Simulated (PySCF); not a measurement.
**Polarisability and C₆ of Cu (copper, neutral)**

[Ar] 3d10 4s1, 2S determinant. All numbers are calculated (PySCF 2.14, the non-relativistic Hamiltonian (point nucleus), in def2-QZVPPD (11s6p5d4f2g, 100 functions)). Coupled (time-dependent) response in atomic units; α is the mean over directions.

```
   method  mean α (bohr³)  C₆ (like pair)  S(−4)
CAM-B3LYP           45.84           289.9   1834
```

S(−4) is the Cauchy moment in α(ω) = α(0) + S(−4) ω² + …

Reference α: 46.5 ± 0.5 bohr³ (recommended; Schwerdtfeger and Nagle, table of static dipole polarizabilities (2023 update)). Published C₆: 253.0 (Chu and Dalgarno (2004); Tang, Norbeck and Certain (1976)).

α(iu) at CAM-B3LYP:

```
u (hartree)  α(iu) (bohr³)
          0          45.84
     0.0500          41.74
      0.100          33.36
      0.200          19.88
      0.300          12.98
      0.500          7.271
      0.750          4.616
       1.00          3.337
       1.50          2.071
       2.00          1.451
       3.00         0.8562
       5.00         0.4169
```

A single London oscillator, α(iu) = α/(1 + u²/ω²), gives C₆ = (3/4) ω α². Matching the computed C₆ needs ω = 4 × 289.9 / (3 × 45.84²) = 0.184 hartree.
